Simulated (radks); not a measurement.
Charge is removed step by step from the 2s level of the carbon ion C3+, starting from [He] 2s1. Calculated with a radial shooting solver on a logarithmic mesh with Libxc functionals: scalar-relativistic Kohn-Sham, r2SCAN, spin-unpolarised, spherical densities, finite nucleus; meta-GGA in the generalised Kohn-Sham scheme; Fermi nuclear charge, rms radius 2.4702 fm; without spin polarisation the odd electron is poorly described.

| removed (e) | E - E(0) (eV) | eigenvalue (eV) |
|---|---|---|
| 0 | 0.000 | -55.976 |
| 0.125 | 7.115 | -57.860 |
| 0.25 | 14.464 | -59.713 |
| 0.375 | 22.041 | -61.518 |
| 0.5 | 29.840 | -63.249 |
| 0.625 | 37.848 | -64.858 |
| 0.75 | 46.045 | -66.248 |
| 0.875 | 54.391 | -67.147 |

The mean slope of the eigenvalue, de/dn, is 12.8 eV per electron.
